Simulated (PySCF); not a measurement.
Species: C₄H₅GeS (charge 0, doublet). It need not be the lowest isomer of its formula. SMILES: [GeH3][c]1s[c]cc1
Structure (B3LYP-D3(BJ)/def2-TZVP (Ansatz) minimum search):
```
C
C 1 1.3727
H 2 1.0820 1 122.76
C 2 1.4318 3 122.83 1 -180.00
C 4 1.3521 2 109.26 3 180.00
H 4 1.0794 5 125.80 2 -180.00
S 5 1.6975 4 115.64 6 180.00
Ge 1 1.9437 2 127.02 3 0.00
H 8 1.5367 1 106.55 2 0.00
H 8 1.5377 9 110.11 1 -120.01
H 8 1.5377 9 110.11 10 -119.98
```
Charge 0, spin multiplicity 2.

Dispersion corrections to the total energy (kcal/mol) from the dftd3 and dftd4 libraries through PySCF: D3(BJ) without and D4 with the three-body term, each with the damping fitted for the functional named.

| functional | D3(BJ) | D4 |
|---|---|---|
| TPSSh | -9.07 | -9.69 |
| B2PLYP | -6.78 | -5.53 |
| BP86 | -13.15 | -10.87 |
| CAM-B3LYP | -6.54 | -6.88 |
| revPBE | … | -23.34 |
| B3LYP | … | -12.91 |
| HSE06 | -5.53 | … |

**Question.** Complete the blanks.

**Answer.** 
- revPBE, D3(BJ): -18.35
- B3LYP, D3(BJ): -13.85
- HSE06, D4: -6.30
